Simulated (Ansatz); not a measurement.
SnH(OMe)3 (C3H10O3Sn). Total charge 0; triplet. Geometry PBE-D4/def2-SVP, that of the neutral singlet; atoms count from 1.

```
atom   x (Å)   y (Å)   z (Å)
 Sn1   1.196  -0.580   0.862
  H2   2.483  -1.211   1.799
  O3   0.848  -1.712  -0.763
  C4  -0.484  -1.848  -1.231
  H5  -0.533  -2.749  -1.881
  H6  -0.812  -0.975  -1.846
  H7  -1.228  -1.982  -0.412
  O8   1.602   1.283   0.229
  C9   1.097   1.706  -1.027
 H10   1.688   2.587  -1.360
 H11   0.027   2.023  -0.973
 H12   1.178   0.927  -1.820
 O13  -0.511  -0.509   1.922
 C14  -1.431   0.540   1.667
 H15  -2.126   0.609   2.532
 H16  -2.050   0.356   0.756
 H17  -0.943   1.535   1.548
```

In the def2 sets Sn takes a core potential; there is no spin–orbit coupling. At PBE0-D4/def2-TZVP a singlet of charge 0 lies 4.80 eV below the triplet at the same geometry.

Estimate the Mulliken populations from the PBE0/def2-TZVP orbitals of Ansatz.


| atom | charge (e) | spin (α − β) |
| --- | --- | --- |
| Sn1 | 0.74 | 0.48 |
| H2 | -0.11 | 0.27 |
| O3 | -0.37 | 0.35 |
| C4 | -0.24 | 0.02 |
| H5 | 0.15 | 0.03 |
| H6 | 0.12 | 0.03 |
| H7 | 0.13 | 0.00 |
| O8 | -0.38 | 0.34 |
| C9 | -0.24 | 0.01 |
| H10 | 0.14 | 0.00 |
| H11 | 0.12 | 0.03 |
| H12 | 0.15 | 0.04 |
| O13 | -0.38 | 0.33 |
| C14 | -0.23 | 0.02 |
| H15 | 0.15 | 0.02 |
| H16 | 0.13 | 0.04 |
| H17 | 0.13 | 0.00 |
Mulliken values depend strongly on the basis.

Where does the spin sit?

Summed by element: Sn 0.48, H 0.45, O 1.01, C 0.05, of 2 unpaired in all. Largest on single atoms: Sn1 0.48, O3 0.35, O8 0.34.

And the Mayer bond orders between heavy atoms (over 0.3)?

Sn1–O3 0.52 (2.01 Å); Sn1–O8 0.53 (2.01 Å); Sn1–O13 0.54 (2.01 Å); O3–C4 1.02 (1.42 Å); O8–C9 1.01 (1.42 Å); O13–C14 1.03 (1.42 Å).
